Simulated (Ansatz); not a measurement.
Br⁻ ··· Cl₂

The pair of Br⁻ (SMILES [Br-], atom 1) and Cl₂ (SMILES ClCl, atoms 2–3), both closed shells, in one local arrangement (a lower one may exist), relaxed at PBE0-D4/def2-TZVPD:

```
3
angstrom
Br 0.0501 0.7254 -2.2795
Cl -0.0493 -0.7122 2.2378
Cl -0.0009 -0.0132 0.0418
```

Ansatz 0.2.0; basis: def2-TZVPPD, with def2-QZVPPD for the basis limit; cores frozen in the correlated methods. Filled d shells of the heavier atoms are correlated. The def2 sets are not built for correlating such inner shells, so the correlated values are less sure here. B3LYP uses VWN-RPA correlation. Extrapolation: Hartree–Fock as exp(−7.88 √X), correlation as X^−2.97. Interaction energies count from these two fragments, frozen as in the pair, with the counterpoise correction; negative means bound.

Question: What is the interaction energy by CCSD(T) at an estimated basis limit (MP2 extrapolated from triple and quadruple zeta, plus CCSD(T) − MP2 in triple zeta)? (An estimate is asked for; the value comes from the calculation.)

Answer: Computed: -150.8 kJ/mol. Hartree–Fock alone gives -98.4 kJ/mol at the basis limit. It counts from the two fragments frozen as in the pair.

The same quantity by other methods in triple zeta, and each one's difference from that estimate:
| method | E_int (kJ/mol) | difference |
| --- | --- | --- |
| PBE-D4 | -195.8 | -44.9 |
| revPBE-D4 | -185.8 | -34.9 |
| BLYP-D4 | -176.3 | -25.5 |
| r2SCAN-D4 | -194.1 | -43.2 |
| B97M-V | -182.4 | -31.5 |
| PBE0-D4 | -183.9 | -33.1 |
| B3LYP-D4 | -170.9 | -20.1 |
| HSE06-D4 | -186.0 | -35.2 |
| wB97X-V | -151.7 | -0.9 |
| wB97M-V | -150.7 | 0.1 |
| B2PLYP | -161.3 | -10.5 |
| HF | -98.0 | 52.8 |
| MP2 | -159.6 | -8.7 |
| CCSD | -123.6 | 27.3 |
| CCSD(T) | -133.5 | 17.3 |
Differences are method less estimate.

Question: Which atoms make the shortest contact between the fragments?

Answer: Br1 and Cl3, 2.44 Å apart.

Energy to bend the free fragments (PBE0-D4 minima) into their shapes in the pair, CCSD(T)/def2-TZVPPD: Cl₂ 50.8 kJ/mol. This must be added to the interaction energy to get the binding energy from relaxed fragments.

Basis-set superposition shift (counterpoise-corrected less uncorrected): CCSD(T) 9.3; MP2 9.0; HF 1.2; PBE0-D4 1.3; wB97M-V 1.0 kJ/mol.

T1 diagnostic: at most 0.013. The restricted Hartree–Fock reference is unstable towards an unrestricted one at one or more of these structures.

For scale, one of the runs: CCSD(T)/def2-TZVPPD, 159 basis functions, launched by `ansatz run in.yaml --threads 2 --pin off --events-out ev --progress --plain --max-ram 5222MiB`. The run took 13 s on 2 CPU threads of an Arm Neoverse V2 (shared host), with 0.79 GiB of host memory at its peak.
